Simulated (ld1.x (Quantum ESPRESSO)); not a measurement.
chlorine (Cl): one change to a TM potential, before and after

```json
{
  "Element": "chlorine",
  "Generator": "ld1.x (Quantum ESPRESSO) 7.5",
  "Type": "norm-conserving Troullier–Martins (Kleinman–Bylander form)",
  "Functional": "LDA (PZ)",
  "Relativity": "scalar-relativistic",
  "Frozen core": "[Ne]",
  "Valence charge": "7",
  "Reference configuration": "3s2 3p3.5 (charge +1.5)",
  "Partial waves": "3p (bound): rc 1.25 bohr; 3s (bound): rc 1.30 bohr",
  "Local potential": "the s channel",
  "Core correction": "Bessel-smoothed model core inside 1.15 bohr"
}
```

All-electron outer shells of the reference configuration (LDA (PZ), scalar-relativistic, ld1.x):

```json
{"shell": "3s", "level (eV)": "-38.31", "outermost node (bohr)": "0.55", "outermost maximum (bohr)": "1.26"}
{"shell": "3p", "level (eV)": "-25.48", "outermost node (bohr)": "0.53", "outermost maximum (bohr)": "1.37"}
```

Change: non-relativistic.

Cutoffs: the cutoffs (Ry, on a coarse ladder) from which the occupation-weighted sum of valence levels, in a spherical-Bessel basis at the reference potential, stays within 10 and 1 mRy of its value at 400 Ry; they do not see the model core or the augmentation charge, which bear on the density cutoff. Errors are all-electron minus pseudo energies relative to the spin-unpolarised reference configuration.

Problem. What does the change do?

Solution. The potential gets neither clearly harder nor softer (55 Ry and 80 Ry → 55 Ry and 80 Ry); of the 9 tests that both files solve, the error grows in 1 and shrinks in 3 by more than 15 % and 0.3 meV (median size 13.0 → 11.4 meV); neither file shows a bound ghost.

| quantity | base | changed |
| --- | --- | --- |
| cutoff, loose | 55 Ry | 55 Ry |
| cutoff, tight | 80 Ry | 80 Ry |
| bound ghosts | none | none |
| error for 3s2 3p5, meV [ΔE -25.20 → -25.23 eV] | +15 | +13 |
| error for 3s2 3p4, meV [ΔE -11.23 → -11.24 eV] | +3.1 | +2.2 |
| error for 3s2 3p3, meV [ΔE 14.30 → 14.30 eV] | +2.1 | +3.2 |
| error for 3s1 3p6, meV [ΔE -13.15 → -13.36 eV] | +13 | +11 |
| error for 3s2 3p4.5, meV [ΔE -19.57 → -19.58 eV] | +8.9 | +7.3 |
| error for 3s2 3p2, meV [ΔE 52.69 → 52.70 eV] | +35 | +39 |
| error for 3s1 3p5, meV [ΔE 1.36 → 1.16 eV] | +3.0 | +2.6 |
| error for 3s2 3p3.5 (spin-polarised), meV [ΔE -1.50 eV] | +42 | +41 |
| error for 3s2 3p5 (spin-polarised), meV [ΔE -25.39 → -25.41 eV] | +20 | +18 |
| s: phases at 1.40 bohr within 0.05 rad from the reference energy up to (Ry; the scan ends near 5) | to the end of the scan | to the end of the scan |
| p: phases at 1.40 bohr within 0.05 rad from the reference energy up to (Ry; the scan ends near 5) | to the end of the scan | to the end of the scan |
